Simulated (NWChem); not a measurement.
Molecule: trichloroethylene (C2HCl3); SMILES C(=CCl)(Cl)Cl

```xyz
6

Cl    -0.3741    -2.2494     0.0000
C     -0.9253    -0.6317     0.0000
C     -0.1085     0.4302     0.0000
Cl     1.5989     0.3132     0.0000
Cl    -0.7543     2.0255     0.0000
H     -2.0077    -0.4963     0.0000
```
Atoms are numbered in this order, from 1.

All runs: NWChem. Structure relaxed at the PBE0/def2-SVP level. GIAO values for the isolated, static molecule; σ is the absolute isotropic shielding, δ = σ(reference) − σ with the isolated reference molecule computed at the same levels (13C: tetramethylsilane, 1H: tetramethylsilane).

For level PBE0/pcSseg-1:

| Quantity | Value |
|---|---|
| σ Cl1 (ppm) | 718.1 |
| δ C3 (ppm) | 143.4 |
| σ Cl4 (ppm) | 633.9 |
| σ Cl5 (ppm) | 627.5 |

Task: What are these values for level LDA (Slater exchange, VWN5)/pcSseg-1?

Result: 
- σ Cl1 (ppm): 665.6
- δ C3 (ppm): 146.9
- σ Cl4 (ppm): 582.2
- σ Cl5 (ppm): 573.5
